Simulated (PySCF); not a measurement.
**Highest orbital energy against ionisation energy along the 5p block**

Calculated with PySCF 2.14, no spin-orbit coupling. Each cell gives −ε(HOMO) / ΔSCF in eV; NIST values include spin-orbit coupling, (s) semi-empirical, (t) theoretical.

```json
{"species": "In⁺ (aug-cc-pwCVTZ-DK3 with one added diffuse shell each of s, p, d, f type, spin-free X2C)", "UHF": "17.291 / 17.014", "LDA": "15.295 / 19.406", "PBE": "14.918 / 18.975", "PBE0": "15.729 / 18.662", "r2SCAN": "15.108 / 18.696", "NIST (lowest levels)": "18.870"}
{"species": "Sn⁺ (aug-cc-pwCVTZ-DK3 with one added diffuse shell each of s, p, d, f type, spin-free X2C)", "UHF": "14.048 / 13.752", "LDA": "10.704 / 14.415", "PBE": "10.638 / 14.228", "PBE0": "11.642 / 14.266", "r2SCAN": "10.963 / 14.380", "NIST (lowest levels)": "14.633"}
{"species": "Sb⁺ (aug-cc-pwCVTZ-DK3 with one added diffuse shell each of s, p, d, f type, spin-free X2C)", "UHF": "16.404 / 16.000", "LDA": "12.642 / 16.667", "PBE": "12.570 / 16.471", "PBE0": "13.699 / 16.534", "r2SCAN": "12.943 / 16.648", "NIST (lowest levels)": "16.626 ± 0.025"}
{"species": "Te⁺ (aug-cc-pwCVTZ-DK3 with one added diffuse shell each of s, p, d, f type, spin-free X2C)", "UHF": "18.829 / 18.336", "LDA": "14.599 / 18.932", "PBE": "14.535 / 18.745", "PBE0": "15.797 / 18.847", "r2SCAN": "14.984 / 18.988", "NIST (lowest levels)": "18.6 ± 0.4"}
{"species": "I⁺ (aug-cc-pwCVTZ-DK3 with one added diffuse shell each of s, p, d, f type, spin-free X2C)", "UHF": "18.400 / 17.675", "LDA": "14.725 / 19.052", "PBE": "14.566 / 18.738", "PBE0": "15.774 / 18.753", "r2SCAN": "14.853 / 18.753", "NIST (lowest levels)": "19.131"}
{"species": "Xe⁺ (aug-cc-pwCVTZ-DK3 with one added diffuse shell each of s, p, d, f type, spin-free X2C)", "UHF": "20.884 / 20.066", "LDA": "16.767 / 21.388", "PBE": "16.601 / 21.065", "PBE0": "17.936 / 21.111", "r2SCAN": "16.937 / 21.106", "NIST (lowest levels)": "20.975 (s)"}
```

**Question.** How far is −ε(HOMO) from ΔSCF on average for each method, and why?

**Answer.** UHF 0.50 eV; LDA -4.19 eV; PBE -4.07 eV; PBE0 -2.93 eV; r2SCAN -3.80 eV. Hartree-Fock orbital energies lack relaxation and so exceed the ΔSCF value; semilocal functionals have convex E(N) from self-interaction, so their HOMO lies far too high; exact exchange moves hybrids part of the way back.
